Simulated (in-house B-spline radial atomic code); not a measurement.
Inner levels of molybdenum as electrons are removed. A shift is the extra binding of the orbital against the neutral atom ([Kr] 4d3/2(4) 4d5/2(1) 5s1). The density at the nucleus is averaged over the nuclear charge. Computed with a radial B-spline atomic code at the basis-set limit: Dirac-Hartree-Fock, jj configuration that fills j = l - 1/2 first, finite nuclei.

A number in brackets counts the electrons of a j subshell.

```csv
ion,configuration,shift of 2s1/2 (eV),shift of 3p1/2 (eV),shift of 2p1/2 (eV),radius of 2s1/2 (bohr),radius of 3p1/2 (bohr),radius of 2p1/2 (bohr),Σ<r²> (bohr²),change of density at nucleus (bohr⁻³)
Mo,[Kr] 4d3/2(4) 4d5/2(1) 5s1,0,0,0,0.15305,0.42143,0.13085,58.211,-
Mo+,[Kr] 4d3/2(4) 4d5/2(1),6.6874,6.7161,6.7185,0.15305,0.42143,0.13085,38.471,-8.2105
Mo2+,[Kr] 4d3/2(4),18.802,18.852,18.911,0.15305,0.4214,0.13085,30.976,-5.7557
Mo3+,[Kr] 4d3/2(3),33.33,33.229,33.371,0.15305,0.42132,0.13085,25.78,-1.3895
Mo4+,[Kr] 4d3/2(2),49.751,49.373,49.698,0.15305,0.42118,0.13084,21.74,4.5729
Mo5+,[Kr] 4d3/2(1),67.872,67.072,67.699,0.15305,0.42098,0.13084,18.424,12.029
Mo6+,[Ar] 3d10 4s2 4p6,87.57,86.192,87.252,0.15304,0.42072,0.13083,15.613,20.895
Mo7+,[Ar] 3d10 4s2 4p1/2(2) 4p3/2(3),111.38,109.21,111.25,0.15303,0.42029,0.13081,13.662,35.839
Mo8+,[Ar] 3d10 4s2 4p1/2(2) 4p3/2(2),136.27,133.18,136.35,0.15302,0.41981,0.13079,11.871,51.791
Mo9+,[Ar] 3d10 4s2 4p1/2(2) 4p3/2(1),162.22,158.05,162.54,0.153,0.41926,0.13078,10.22,68.752
Mo10+,[Ar] 3d10 4s2 4p1/2(2),189.19,183.8,189.78,0.15298,0.41866,0.13075,8.6889,86.715
Mo11+,[Ar] 3d10 4s2 4p1/2(1),217.49,209.89,217.9,0.15295,0.41896,0.13076,7.2948,103.54
Mo12+,[Ar] 3d10 4s2,246.82,236.79,247.03,0.15293,0.41863,0.13075,5.9976,121.19
Mo13+,[Ar] 3d10 4s1,277.33,265.82,278.04,0.15293,0.41785,0.13073,4.8598,-33.512
Mo14+,[Ar] 3d10,308.7,295.58,309.94,0.15293,0.41702,0.13071,3.786,-201.28
Mo15+,[Ar] 3d3/2(4) 3d5/2(5),370.69,346.96,372.91,0.15285,0.41227,0.13067,3.4805,-162.67
```
